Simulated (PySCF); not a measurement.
B(Br)(Me)(vinyl) (C3H6BBr), SMILES C=CB(C)Br.

Geometry optimised at PBE0-D3(BJ)/def2-SVP. The values are those of a single conformer.

Vertical ionisation energy (IE) and electron affinity (EA) in eV. Rows of orbital energies are one-electron estimates. Where ΔSCF, EOM or ADC give a negative EA the extra electron is unbound and the value depends on the basis.

```json
[
 {"level": "−ε(HOMO), −ε(LUMO), CAM-B3LYP/def2-TZVP (PySCF)", "IE": "9.26", "EA": "0.84"},
 {"level": "−ε(HOMO), −ε(LUMO), PBE/def2-TZVP (PySCF)", "IE": "6.64", "EA": "2.88"}
]
```
